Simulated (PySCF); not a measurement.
C5H3N3, SMILES C(c1cnccn1)#N.

Coordinates come from a PBE0-D3(BJ)/def2-SVP optimisation.

The numbers are results of PySCF with PBE0-D3(BJ)/def2-SVP, not measurements.

No scaling factor is applied to the harmonic values.

| mode | ν (cm⁻¹) | IR (km/mol) | moving atoms (share of kinetic energy) |
|---|---|---|---|
| 1 | 142 | 1.5 | C 48 %, N 41 %, H 11 % |
| 2 | 169 | 3.1 | N 64 %, C 31 % |
| 3 | 346 | 0.5 | C 68 %, H 22 %, N 10 % |
| 4 | 434 | 24.1 | N 63 %, C 30 % |
| 5 | 499 | 0.1 | C 51 %, N 47 % |
| 6 | 582 | 0.3 | C 78 %, N 19 % |
| 7 | 611 | 0.1 | C 73 %, N 15 %, H 11 % |
| 8 | 644 | 0.7 | N 55 %, C 42 % |
| 9 | 790 | 4.1 | H 39 %, C 37 %, N 25 % |
| 10 | 838 | 0.7 | C 66 %, N 29 % |
| 11 | 889 | 12.8 | H 62 %, C 35 % |
| 12 | 977 | 0.8 | H 66 %, C 33 % |
| 13 | 1016 | 0.1 | H 63 %, C 37 % |
| 14 | 1042 | 35.6 | N 45 %, C 42 %, H 13 % |
| 15 | 1094 | 8.6 | C 45 %, H 40 %, N 15 % |
| 16 | 1212 | 10.7 | H 61 %, C 35 % |
| 17 | 1274 | 9.0 | C 57 %, H 31 %, N 12 % |
| 18 | 1309 | 6.5 | C 61 %, N 30 %, H 9 % |
| 19 | 1323 | 0.1 | H 61 %, N 19 %, C 19 % |
| 20 | 1443 | 39.4 | C 41 %, H 38 %, N 21 % |
| 21 | 1518 | 15.1 | C 59 %, H 31 %, N 10 % |
| 22 | 1640 | 0.4 | C 66 %, N 28 % |
| 23 | 1658 | 0.0 | C 65 %, N 29 % |
| 24 | 2405 | 2.6 | C 62 %, N 38 % |
| 25 | 3192 | 0.1 | H 92 %, C 8 % |
| 26 | 3202 | 9.7 | H 91 %, C 9 % |
| 27 | 3208 | 8.5 | H 91 %, C 9 % |
